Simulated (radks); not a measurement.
The neodymium ion Nd4+, 56 electrons, occupied as [Xe] 4f2.

All-electron calculation, scalar-relativistic Kohn-Sham, r2SCAN, spin-polarised, spherical densities, finite nucleus; open shells are filled with parallel spins first (spin-orbit coupling, left out, can overturn this in heavy ions); meta-GGA in the generalised Kohn-Sham scheme; Fermi nuclear charge, rms radius 4.9123 fm. Program: a radial shooting solver on a logarithmic mesh with Libxc functionals.

Energy parts (eV):
| part | energy |
|---|---|
| total | -261820.11 |
| kinetic | 278661.37 |
| electron-nucleus | -633026.95 |
| Hartree | 98557.58 |
| exchange-correlation | -6012.12 |

Orbitals (lengths in bohr, moments of r in powers of bohr; <r^-3> diverges for s and p1/2):
orbital,occ.,eigenvalue (eV),<r^-3>
1s up,1,-43518.09,-
1s down,1,-43518.09,-
2s down,1,-7102.537,-
2s up,1,-7102.526,-
2p down,3,-6351.276,9017
2p up,3,-6351.271,9017
3s up,1,-1591.321,-
3s down,1,-1590.473,-
3p up,3,-1353.103,1842
3p down,3,-1352.252,1844
3d up,5,-1022.633,250.1
3d down,5,-1021.960,250.4
4s up,1,-362.3028,-
4s down,1,-360.0043,-
4p up,3,-283.4325,402.3
4p down,3,-281.1026,402.3
4d up,5,-170.7801,45.90
4d down,5,-168.4149,45.87
5s up,1,-84.7051,-
5s down,1,-83.5514,-
5p up,3,-63.6157,66.83
5p down,3,-62.7547,64.85
4f up,2,-50.2076,6.145
4f down,0,-48.0016,6.067

The highest occupied level is 4f up at -50.208 eV. The spin density at the nucleus is 1.358 e/bohr^3 (1s 0.005, 2s -0.077, 3s -4.343, 4s -0.127, 5s 5.899). Summed over all electrons, <r^2> = 33.83 bohr^2, which gives a Langevin (diamagnetic) susceptibility term of -26.8 x 10^-6 cm^3/mol.
